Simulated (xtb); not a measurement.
C4H16Al2N2, SMILES [CH3][Al-]1([CH3])[NH2+][Al-]([CH3])([CH3])[NH2+]1. All values are semi-empirical tight-binding results from xtb (GFN2-xTB unless named), good for trends rather than for accurate numbers. Coordinates come from a GFN2-xTB optimisation.

For metal compounds this method's bond lengths and energies can be far off.

### Question
Estimate the properties. (An estimate is asked for; the answer gives what the named calculation found.)

### Answer

```json
{
  "point_group_as_xtb_finds_it": "D2h",
  "orbital_gap": "6.28 eV",
  "zero_point_energy": "117.3 kcal/mol",
  "G − E(el) at 298.15 K (modified RRHO)": "91.0 kcal/mol"
}
```
